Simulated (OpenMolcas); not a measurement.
# Ti3+: moving or changing the point charges

Ti3+ among 4 point charges of -1.5 e arranged as a tetrahedron (Td), 1.79 Å from the ion.
```
   1.0335    1.0335    1.0335  -1.50
   1.0335   -1.0335   -1.0335  -1.50
  -1.0335    1.0335   -1.0335  -1.50
  -1.0335   -1.0335    1.0335  -1.50
```

- Program: OpenMolcas
- Method: SS-CASPT2, IPEA 0.25 Eh, imaginary shift 0.1 Eh (closed shells correlated: 3s 3p)
- Basis: ANO-RCC-VTZP [6s5p3d2f1g]
- Scalar Hamiltonian: DKH2, point nucleus
- Active space: 1 electron in 5 orbitals (3d)
- State averaging: 2S+1 = 2 even, 5 roots
- Spin-orbit coupling: state interaction with AMFI integrals over the reference wave functions

Runs around this geometry, states (labels of Td). Energies in cm-1 above the lowest state or level, χT in cm3 K/mol; 10Dq is the gap between the two states; 10Dq is negative for this site.

| R (Å) | q (e) | Ground state | First state of that spin | 10Dq | First gap with spin-orbit (degeneracies) | χT at 300 K |
| --- | --- | --- | --- | --- | --- | --- |
| 1.79 | -0.75 | 2E | 2T2 1700 | -1705 | 1670 (4, 4) | 0.436 |
| 1.65 | -1.5 | 2E | 2T2 3810 | -3809 | 3760 (4, 4) | 0.403 |
| 1.79 | -1.5 | 2E | 2T2 2890 | -2890 | 2840 (4, 4) | 0.411 |
| 1.9 | -1.5 | 2E | 2T2 2290 | -2285 | 2240 (4, 4) | 0.420 |

Taking |10Dq| as R^-n, n = -ln(2285 / 3809) / ln(1.9 / 1.65) = 3.6 between the shortest and longest distance. The point-charge formula for a cubic d site gives n = 5.

Scaling the charges by -0.75 / -1.5 = 0.50 scales |10Dq| by 1705 / 2890 = 0.59; with fixed orbitals a first-order splitting would follow the charge.

Roots that are degenerate in the reference are averaged as groups; the widest CASPT2 spread within a group is 110 cm-1 (the 3-fold group of multiplicity 2 near 1700 cm-1 above the lowest state of its run, R = 1.79, q = -0.75). Shifts and gaps below about the spread of the groups concerned are not significant. An orbital doublet at a regular site is open to a Jahn-Teller distortion, which this geometry leaves out. The ground term spreads over less than 5000 cm-1, several times less than with real ligands, so orbital moments are less quenched and χT lies further from the spin-only value than at real sites. Free-ion shares, where given, are those of the reference states; single-state CASPT2 does not remix them. This is an electrostatic model: the charges have no orbitals. No measured value stands beside these numbers.
